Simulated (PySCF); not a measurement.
Sc: ionisation energy

Sc [Ar] 3d1 4s2 (2D) → Sc⁺ [Ar] 3d1 4s1 (3D), as a difference of total energies. All numbers are calculated (PySCF 2.14, the spin-free X2C one-electron Hamiltonian (Gaussian nucleus), in Sapporo-DKH3-DZP-2012 (6s5p3d1f, 43 functions)). Correlated levels: valence: [Ar] frozen; valence and next inner shell: [Ne] frozen. The calculations carry no spin-orbit coupling.

```json
{"method": "UHF", "ionisation energy (eV)": "5.406", "error (eV)": "-1.156"}
{"method": "LDA", "ionisation energy (eV)": "6.713", "error (eV)": "+0.151"}
{"method": "PBE", "ionisation energy (eV)": "6.556", "error (eV)": "-0.006"}
{"method": "PBE0", "ionisation energy (eV)": "6.406", "error (eV)": "-0.156"}
{"method": "B97-3", "ionisation energy (eV)": "6.654", "error (eV)": "+0.092"}
{"method": "wB97X", "ionisation energy (eV)": "6.686", "error (eV)": "+0.124"}
{"method": "MP2 (valence)", "ionisation energy (eV)": "6.053", "error (eV)": "-0.509"}
{"method": "SCS-MP2 (valence)", "ionisation energy (eV)": "6.182", "error (eV)": "-0.380"}
{"method": "MP2 (valence and next inner shell)", "ionisation energy (eV)": "6.311", "error (eV)": "-0.251"}
{"method": "SCS-MP2 (valence and next inner shell)", "ionisation energy (eV)": "6.371", "error (eV)": "-0.191"}
```

Reference: 6.562 eV (measured; NIST levels, between the centres of gravity of the two terms).

Errors of the correlated levels include the incompleteness of this basis and the frozen core.

MP2 underrates the near-degeneracy of ns² with np² in the lower species.
